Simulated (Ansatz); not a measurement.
A structure relaxed at PBE-D4/def2-TZVP in Ansatz, charge 0, doublet:

```tsv
atom	x (Å)	y (Å)	z (Å)
V1	-0.009	-0.095	0.027
H2	0.650	0.556	-1.307
H3	-0.478	1.266	0.779
Cl4	1.664	-0.765	1.160
Cl5	-1.827	-0.963	-0.659
```

Task: Give its formula, name or SMILES and point group.

Result: VH2Cl2. Point group C2v (tolerance 0.1 Å).

Task: Summarise the bond lengths by kind (pairs closer than 1.2 times the sum of covalent radii, bridged metal pairs left out).

Result: 2 × Cl–V 2.13 Å; 2 × H–V 1.62 Å. The metal has 4 neighbours: H 1.62 Å, H 1.62 Å, Cl 2.13 Å, Cl 2.13 Å.

The relaxation made no stability test and no search for a lower SCF solution. No other spin state of charge 0 was run.
